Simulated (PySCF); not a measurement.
The second ionisation energy along group 14

Calculated with PySCF 2.14 from differences of total energies of unrestricted determinants, without spin-orbit coupling. Values in eV. The last column holds reference values (NIST; (s) semi-empirical, (t) theoretical, else measured). Unmarked ones compare directly (S terms, centres of terms, or small fine structure); those marked * lie between the lowest fine-structure levels and include a spin-orbit shift.

| element | configurations | UHF | PBE0 | MP2 (valence) | SCS-MP2 (valence and next inner shell) | CCSD (valence) | CCSD(T) (valence) | reference |
| --- | --- | --- | --- | --- | --- | --- | --- | --- |
| C (x2c-QZVPPall, spin-free X2C) | [He] 2s2 2p1 → [He] 2s2 | 24.169 | 24.835 | 24.416 | 24.402 | 24.243 | 24.277 | 24.378 |
| Si (x2c-QZVPPall, spin-free X2C) | [Ne] 3s2 3p1 → [Ne] 3s2 | 15.835 | 16.425 | 16.128 | 16.114 | 16.230 | 16.263 | 16.322 |
| Ge (x2c-QZVPPall, spin-free X2C) | [Ar] 3d10 4s2 4p1 → [Ar] 3d10 4s2 | 15.257 | 15.808 | 15.520 | 15.613 | 15.582 | 15.605 | 15.789 |
| Sn (x2c-QZVPPall, spin-free X2C) | [Kr] 4d10 5s2 5p1 → [Kr] 4d10 5s2 | 13.749 | 14.265 | 13.977 | 14.069 | 14.031 | 14.051 | 14.282 |
| Pb (x2c-QZVPPall, spin-free X2C) | [Xe] 4f14 5d10 6s2 6p1 → [Xe] 4f14 5d10 6s2 | 13.233 | 13.761 | 13.444 | 13.569 | n/a | n/a | 13.869 |

```tsv
method	elements	mean error (eV)	mean absolute error (eV)	largest error (eV)
UHF	5	-0.479	0.479	-0.635
PBE0	5	0.091	0.141	0.457
MP2 (valence)	5	-0.231	0.246	-0.425
SCS-MP2 (valence and next inner shell)	5	-0.175	0.184	-0.299
CCSD (valence)	4	-0.171	0.171	-0.250
CCSD(T) (valence)	4	-0.144	0.144	-0.230
```

Errors include the incompleteness of the basis and the frozen core.

"Valence" correlates the outer s and p shells and, in groups 3 to 12 and the f block, the outer d or f shell, open or full, or the next shell where the ion has no valence electron left; the wider scheme adds the next inner shell.
